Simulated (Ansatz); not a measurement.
Na6Zr, relaxed as a triplet with UKS PBE-D4/def2-SVP in Ansatz, starting from the PBE-D4/def2-SVP geometry of the neutral singlet. Force threshold 0.02 eV/Å.

In the def2 sets Zr takes a core potential; there is no spin–orbit coupling. The charge 0 triplet is spin-contaminated (final ⟨S²⟩ up to 2.75, 2.00 for a pure state). The relaxation made no stability test and no search for a lower SCF solution. At PBE-D4/def2-SVP a quintet of charge 0 lies 0.09 eV below the triplet, each at its own geometry. The structure comes from a short search, and lower isomers may exist.

Start:

```xyz
7

Zr    0.1795   -1.3049    0.9602
Na   -2.8870   -0.7250   -0.2844
Na   -0.1417   -1.8787   -2.3129
Na   -0.2070    1.4511   -1.2141
Na    2.8344   -0.3914   -0.8879
Na   -1.5533    1.3275    2.0371
Na    1.7750    1.5213    1.7021
```

Estimate the energy that the relaxation releases and the steps that it takes.

1.7 kJ/mol, in 4 steps; 9 s on 4 threads of Intel Xeon 6975P-C on a shared host. The force fell under the threshold at step 3, but the optimiser went on. No frequencies were taken in this run, so the end may be a saddle point.

Does the start keep its bonding?

By distances, no bond broke or formed. The bond that changes most is Na3–Na5, from 3.62 to 3.47 Å (atoms count from 1).

Predict the relaxed structure.


```tsv
atom	x (Å)	y (Å)	z (Å)
Zr1	0.181	-1.293	1.006
Na2	-2.821	-0.768	-0.383
Na3	-0.131	-1.863	-2.282
Na4	-0.206	1.463	-1.160
Na5	2.750	-0.445	-0.966
Na6	-1.604	1.354	2.071
Na7	1.831	1.551	1.714
```
Bond lengths (bridged metal pairs left out): 10 × Na–Na 3.46 to 3.52 Å; 6 × Na–Zr 3.35 to 3.53 Å.
